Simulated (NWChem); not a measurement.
System: C₃H₁₂ClNSi₂; SMILES C[Si](C)(C)N[SiH2]Cl

Parts of the log:

```
             Northwest Computational Chemistry Package (NWChem) 7.3.0
             --------------------------------------------------------

 C1  symmetry detected

                             Geometry "geometry" -> ""
                             -------------------------

 Output coordinates in angstroms (scale by  1.889725989 to convert to a.u.)

  No.       Tag          Charge          X              Y              Z
 ---- ---------------- ---------- -------------- -------------- --------------
    1 Si                  14.0000    -0.68649644     1.49542425     0.01992044
    2 Cl                  17.0000     0.43060255     3.17274162    -0.01476993
    3 N                    7.0000     0.42142607     0.18375161     0.09285596
    4 Si                  14.0000     0.09801065    -1.53546165    -0.00110979
    5 C                    6.0000     1.71890694    -2.41222567     0.47219673
    6 C                    6.0000    -1.30660935    -1.93957490     1.21599195
    7 C                    6.0000    -0.43403858    -1.98437717    -1.77433328
    8 H                    1.0000    -1.48260641     1.44960960    -1.20473411
    9 H                    1.0000    -1.53832146     1.54928638     1.20673316
   10 H                    1.0000     1.39494609     0.43150927     0.16982695
   11 H                    1.0000     2.52411961    -2.15549635    -0.20937222
   12 H                    1.0000     2.03746731    -2.14564575     1.47513566
   13 H                    1.0000     1.59899322    -3.49007522     0.44274571
   14 H                    1.0000    -1.53908140    -2.99978173     1.21920987
   15 H                    1.0000    -2.21249631    -1.40424272     0.94952132
   16 H                    1.0000    -1.04547304    -1.65655897     2.23078787
   17 H                    1.0000     0.34000496    -1.73991208    -2.49548774
   18 H                    1.0000    -1.32915696    -1.43996750    -2.05906032
   19 H                    1.0000    -0.64937453    -3.04400369    -1.87069057

 Effective nuclear repulsion energy (a.u.)     537.7954984354

                                Z-matrix (autoz)
                                --------

 Units are Angstrom for bonds and degrees for angles

[...]

      ----------------------
      Optimization converged
      ----------------------

  Step       Energy      Delta E   Gmax     Grms     Xrms     Xmax
  ---- ---------------- -------- -------- -------- -------- --------
@   59   -1215.61153382 -2.9D-08  0.00001  0.00000  0.00049  0.00141
                                     ok       ok       ok       ok

                                Z-matrix (autoz)
                                --------

 Units are Angstrom for bonds and degrees for angles

[...]
```

Level: B3LYP/6-31G* (spherical d). Not confirmed as a minimum by frequencies.

Task: Which NWChem input produces such a log?

Result: This is not unique; one that fits is the input that was run:
```
start job
memory heap 200 mb stack 900 mb global 1100 mb
geometry units angstroms
  Si     1.405535     0.262123    -0.543311
  Cl     2.996773    -0.174770     0.614097
  N      0.014803    -0.058408     0.413988
  Si    -1.673389    -0.023959    -0.052855
  C     -2.677507    -0.154651     1.557954
  C     -2.001845     1.614931    -0.960466
  C     -2.040377    -1.489962    -1.212630
  H      1.446951    -0.598949    -1.723357
  H      1.493870     1.674111    -0.911439
  H      0.188634    -0.333878     1.367376
  H     -2.464602    -1.079176     2.085911
  H     -2.458596     0.668197     2.231327
  H     -3.742674    -0.134998     1.352919
  H     -3.041934     1.705088    -1.257415
  H     -1.395426     1.685961    -1.857923
  H     -1.762614     2.469222    -0.335121
  H     -1.836486    -2.440341    -0.728710
  H     -1.425269    -1.439863    -2.105838
  H     -3.078809    -1.498963    -1.528922
end
basis spherical
  * library 6-31g*
end
dft
  xc b3lyp
  iterations 150
end
driver
  maxiter 120
end
task dft optimize
```
